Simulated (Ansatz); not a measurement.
Geometry optimisation, RKS PBE-D4/def2-SVP (Ansatz 0.2.0).

input.yaml

```yaml
crystal:
  periodic: [false, false, false]
  atoms:
    - { symbol: Ge, position_ang: [0.0, 0.0, 0.0] }
    - { symbol: Ge, position_ang: [0.0, 0.0, 2.75] }
    - { symbol: H, position_ang: [-1.3958, -0.4318, 3.2674] }
    - { symbol: H, position_ang: [1.0719, -0.9929, 3.2674] }
    - { symbol: H, position_ang: [0.324, 1.4247, 3.2674] }
    - { symbol: H, position_ang: [1.4616, 0.0, -0.5162] }
    - { symbol: H, position_ang: [-0.73, 1.2648, -0.5162] }
    - { symbol: H, position_ang: [-0.73, -1.2648, -0.5162] }
    - { symbol: Cl, position_ang: [-2.3914, 0.0, 0.7946] }
    - { symbol: H, position_ang: [-1.5375, 0.0, 2.0735] }
basis:
  gaussian: { orbitals: def2-SVP }
hamiltonian:
  xc: pbe
  dispersion: d4
relax:
  f_tol: 0.15
  max_steps: 25
  restrain:
    - { distance: [0, 8], at: 3.42, k: 30.0 }
    - { distance: [9, 1], at: 2.75, k: 30.0 }
    - { distance: [0, 1], at: 2.4, k: 30.0 }
    - { distance: [9, 8], at: 1.37, k: 30.0 }
```

Launched with:

```bash
$ ansatz run input.yaml --threads 4 --pin off --max-ram 5120MiB --backend cpu --events-out ev --progress --plain --runs-dir out
```

Q: Where does it end, and by what steps?

A: It converged. The restraints hold the end off the free minimum. After 6 steps the energy has fallen by 2.575 eV (the restraints' own energy left out); H10 moved furthest, 0.98 Å. Parted: Ge1–Cl9 (2.52 → 3.42 Å), Ge2–H10 (1.68 → 2.75 Å).

```
step  energy less start (eV)  largest force component (eV/Å)  accepted
   0                  0.0000                           3.606       yes
   1                 -1.1412                           2.189       yes
   2                 -1.3188                           3.968       yes
   3                 -1.5759                           3.545       yes
   4                 -2.2727                           1.950       yes
   5                 -2.5175                           0.829       yes
   6                 -2.5749                           0.771       yes
```

```xyz
10
Properties=species:S:1:pos:R:3
Ge 0.199 0.002 0.127
Ge 0.198 -0.004 2.537
H -1.137 -0.527 3.163
H 1.302 -0.929 3.118
H 0.409 1.427 3.103
H 1.690 -0.010 -0.324
H -0.479 1.259 -0.467
H -0.483 -1.297 -0.374
Cl -3.120 0.246 0.936
H -2.506 -0.167 2.054
```

The run took 9.3 s on 4 threads of Arm Neoverse V1, with other jobs on the host, peak memory 0.18 GiB.
